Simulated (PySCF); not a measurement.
Calculation: B3LYP-D3(BJ)/def2-TZVP // PBE-D3(BJ)/def2-SVP (PySCF 2.14.0). Gas-phase values, no solvent. One relaxed conformer stands for a flexible species; it need not be the lowest. B3LYP has the VWN-RPA correlation part, as in Gaussian. 

Reference species: [Zn(NH2)2] (neutral, multiplicity 1).

- LUMO = -0.76 eV
- mean distance from the central atom to its bonded neighbours = 1.830 Å
- charge on the central atom (meta-Löwdin) = 1.12 e

Changed species: [Zn(NH2)(Br)] (1 of 2 NH2 replaced by Br; the reference has 0 of 2 NH2 replaced by Br).

Q: Predict the effect on the LUMO, mean distance from the central atom to its bonded neighbours and charge on the central atom (meta-Löwdin).

A: the LUMO falls by 0.67 eV, to -1.43 eV; the mean distance from the central atom to its bonded neighbours increases by 0.210 Å, to 2.040 Å; the charge on the central atom (meta-Löwdin) goes up by 0.02 e, to 1.14 e.
